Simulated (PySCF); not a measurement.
Compounds:

A. `InChI=1S/C3HF4OP/c4-2-1(9(2)8)3(5,6)7/h9H`
B. SMILES COCc1ccoc1
C. `O=C[C@H]1COCC[SiH2]1`

Spectrum 1. 1H NMR (300 MHz, computed): δ 10.48 (d, 1H), 4.78 (m, 1H), 4.69 (m, 1H), 4.47 (m, 1H), 4.17 (m, 1H), 3.75 (m, 1H), 3.55 (m, 1H), 1.88 (m, 1H), 1.29 (m, 1H), 0.58 (m, 1H). 13C{1H} NMR (computed): δ 209.5 (CH), 71.8 (CH2), 70.7 (CH2), 42.0 (CH), 10.9 (CH2).

Spectrum 2. 1H NMR (300 MHz, computed): δ 8.14 (m, 1H). 13C{1H} NMR (computed): δ 189.2 (C), 136.8 (C), 126.9 (C).

Spectrum 3. 1H NMR (300 MHz, computed): δ 7.57 (m, 1H), 7.44 (m, 1H), 6.85 (m, 1H), 4.63 (s, 2H), 3.26 (s, 3H). 13C{1H} NMR (computed): δ 148.7 (CH), 146.4 (CH), 130.8 (C), 118.2 (CH), 69.0 (CH2), 57.8 (CH3).

[PySCF: GIAO PBE0/pcSseg-1 shieldings; structure optimised with GFN2-xTB; no relativistic terms; a single conformation; one averaged value for each set of equivalent atoms; isolated molecule]

δ = σ(ref) − σ, references computed at the same level: 1H, 13C against TMS. Splittings of carbon signals by F and P are missing where no couplings were computed. Where no couplings were computed, multiplicities follow the n + 1 count of equivalent neighbours, and m marks all less simple cases (inequivalent or close neighbours, rings, F or P nearby). Shifts are as computed. Against solution values, carbons near 30 ppm lie about +3 ppm off and those near 130 ppm about +5 ppm. Of 1211 compounds with measured shifts, 218 miss one by over three times the rms of a fit or turn the order of signals round; such compounds aren't used in these exercises.

Problem. Which spectrum belongs to which compound?

Solution. 1–C, 2–A, 3–B.

- Spectrum 1 (C): 5 13C signals; δC 209.5 is an aldehyde carbonyl carbon; δC 71.8 is an sp3 CH2 bonded to O.
- Spectrum 2 (A): 3 13C signals; δC 136.8 is a fully substituted alkene carbon; δC 126.9 is a CF3 carbon.
- Spectrum 3 (B): 6 13C signals; δC 69.0 is an sp3 CH2 bonded to O, on an aromatic ring; δC 57.8 is a methyl carbon bonded to O.
